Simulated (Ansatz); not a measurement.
Cost and result for the atomization energy of CH4FISi, SMILES `FC[SiH2]I` (8 atoms, 7 bonds).

The species carries charge 0 and has multiplicity 1. Correlated methods include outer-core shells of I, which these sets cover unevenly. I: def2 effective core potential. All single points use the PBE0-D4/def2-TZVP geometry. It is one conformer, not always the lowest. Program: Ansatz. All runs use 4 threads of an Arm Neoverse V1 on a shared host. Times are those of one run each, without the atoms' runs, and a repeat can differ threefold. Electronic energies, without spin–orbit coupling; frozen cores. CCSD(T)/CBS adds CCSD(T) − MP2 in def2-TZVPP to the MP2 limit, and its time is that of the two runs behind it. T1 = 0.010. With those shells the extrapolation isn't a true limit. B3LYP takes the VWN-RPA correlation (the form of Gaussian; ORCA's B3LYP/G).

CCSD(T)/CBS is a level of theory with its own doubt, some kJ/mol a heavy atom from the limit and from the frozen cores, so smaller differences don't rank the functionals.

| level | functions | wall time | atomization (kcal/mol) | difference from CCSD(T)/CBS | per bond |
| --- | --- | --- | --- | --- | --- |
| PBE-D4/def2-TZVPP (with forces) | 210 | 2.1 s | 622.0 | 5.4 | 0.8 |
| PBE0-D4/def2-TZVPP | 210 | 2.6 s | 612.5 | -4.1 | -0.6 |
| B3LYP-D4/def2-TZVPP (with forces) | 210 | 3.8 s | 611.2 | -5.4 | -0.8 |
| r2SCAN-D4/def2-TZVPP (with forces) | 210 | 4.1 s | 615.0 | -1.6 | -0.2 |
| B2PLYP/def2-TZVPP | 210 | 4.4 s | 604.8 | -11.8 | -1.7 |
| ωB97X-V/def2-TZVPP | 210 | 6.5 s | 616.5 | -0.1 | 0.0 |
| ωB97M-V/def2-TZVPP (with forces) | 210 | 9.5 s | 613.4 | -3.2 | -0.5 |
| MP2/def2-QZVPP | 386 | 14 s | 618.9 | 2.3 | 0.3 |
| CCSD(T)/def2-TZVPP | 210 | 120 s | 597.6 | -19.0 | -2.7 |
| CCSD(T)/CBS(def2) | – | 2.2 min | 616.6 | 0.0 | 0.0 |

In def2-TZVPP, CCSD(T) changes the Hartree–Fock value by +148.0 kcal/mol (the triples alone add +9.0 kcal/mol) and MP2 by +158.1 kcal/mol; breaking electron pairs costs correlation energy, which Hartree–Fock lacks. From PBE to PBE0 (25 % exact exchange), in def2-TZVPP and without D4, the atomization energy moves by −8.9 kcal/mol: exact exchange takes away binding that semilocal exchange gives to molecules. The D4 term adds +6.8 kcal/mol with B3LYP and +3.6 kcal/mol with PBE0; it sums over pairs of atoms, weighted by their polarisabilities, and B3LYP, whose exchange is more repulsive, gets the larger term.

Spin–orbit coupling would lower the free I atoms strongly, and the atomization energy with them, by more than many differences here.
